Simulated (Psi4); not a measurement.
Internal rotation in SMILES FC(F)(F)c1ccccc1-c1cccs1. Scanned: dihedral C5–C10–C11–S15; all other coordinates were relaxed at GFN2-xTB. Points at φ and −φ are mirror images.

Geometry of the scan point at -140° (Å):
```
22

F     -0.4634     0.5966     2.7007
C     -1.0135     1.1055     1.5774
F     -2.1606     1.6816     1.9746
F     -0.2183     2.1149     1.1903
C     -1.2374     0.0681     0.5121
C     -2.5172    -0.4599     0.3887
C     -2.8077    -1.3741    -0.6059
C     -1.8167    -1.7522    -1.4970
C     -0.5419    -1.2406    -1.3704
C     -0.2134    -0.3378    -0.3556
C      1.1626     0.1238    -0.2554
C      1.9647     0.2706     0.8413
C      3.2726     0.6854     0.5195
C      3.4579     0.8504    -0.8152
S      2.0435     0.4874    -1.7133
H     -3.2902    -0.1402     1.0705
H     -3.8042    -1.7782    -0.6896
H     -2.0369    -2.4519    -2.2889
H      0.2334    -1.5447    -2.0576
H      1.6485     0.0641     1.8468
H      4.0389     0.8542     1.2543
H      4.3420     1.1651    -1.3331
```

Method: PBE-D3(BJ)/def2-SVP // GFN2-xTB run with Psi4.

Scanned values (°): -160, -140, -120, -100, -80, -60, -40, -20, 0, 20, 40, 60, 80, 100, 120, 140, 160, 180.

At which scan points does the profile have its minima and maxima, and how high do they lie?

Lower than their neighbours: -140° (0.0 kJ/mol), -60° (5.5 kJ/mol), 60° (5.5 kJ/mol), 140° (0.0 kJ/mol). Higher than their neighbours: -80° (8.3 kJ/mol), 0° (20.6 kJ/mol), 80° (8.3 kJ/mol), 180° (8.3 kJ/mol). The whole profile spans 20.6 kJ/mol.
